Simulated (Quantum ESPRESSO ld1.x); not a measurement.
Q: S, configuration [Ne] 3p4 4p2 (not the ground configuration). Calculated with ld1.x of Quantum ESPRESSO 7.5: Dirac Kohn-Sham, PBE, spin-unpolarised, spherical densities, point nucleus; open shells fill j = l - 1/2 first.

Spin-orbit splittings of the eigenvalues, e(l+1/2) - e(l-1/2), with zeta = 2 splitting/(2l+1) and mean radii in bohr:

shell  occ.  splitting (eV)  zeta (eV)  <r> j=l-1/2  <r> j=l+1/2
2p        6               ?          ?       0.4401       0.4424
3p        4          0.1170    0.07801        1.762        1.768
3d        0        0.002721   0.001088        2.678        2.680
4p        2         0.01088   0.007256        5.826        5.840

Estimate the 2p splitting.

A: 1.265 eV (zeta = 0.8436 eV).
